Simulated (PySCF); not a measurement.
B(Cl)2(Et) (C₂H₅BCl₂), SMILES CCB(Cl)Cl. Atoms are numbered in the order given.

```xyz
10

B     -0.1109     0.1794     0.0000
Cl     1.6221    -0.1390     0.0000
Cl    -0.6360     1.8650     0.0000
C     -1.1715    -0.9708     0.0000
C     -0.6588    -2.4125     0.0000
H     -1.8325    -0.7859    -0.8692
H     -1.8325    -0.7859     0.8692
H     -0.0361    -2.6160     0.8850
H     -0.0361    -2.6160    -0.8850
H     -1.4898    -3.1347     0.0000
```
Charge 0, spin multiplicity 1.

Coordinates come from a B3LYP-D3(BJ)/def2-SVP optimisation. Other conformers were not sampled.

Method: PySCF with PBE/pcSseg-1.

GIAO shieldings, no solvent; atoms listed in one row are averaged. δ = σ(ref) − σ: ¹¹B against BF3 (σ = 83.9 ppm); ³⁵Cl against HCl (σ = 936.5 ppm); ¹³C against TMS (σ = 182.0 ppm); ¹H against TMS (σ = 31.49 ppm), references at their B3LYP-D3(BJ)/def2-TZVP geometries, non-relativistic (without spin–orbit terms, shifts of atoms bonded to Cl or Br come out too high).

Question: Estimate the chemical shifts. (An estimate is asked for; the answer gives what the named calculation found.)

Answer: 
| nucleus | atoms | count | δ (ppm) |
|---|---|---|---|
| ¹¹B | B1 | 1 | 55.7 |
| ³⁵Cl | Cl2 | 1 | 312.0 |
| ³⁵Cl | Cl3 | 1 | 301.8 |
| ¹³C | C4 | 1 | 29.0 |
| ¹³C | C5 | 1 | 13.5 |
| ¹H | H6, H7 | 2 | 1.90 |
| ¹H | H8, H9, H10 | 3 | 1.40 |
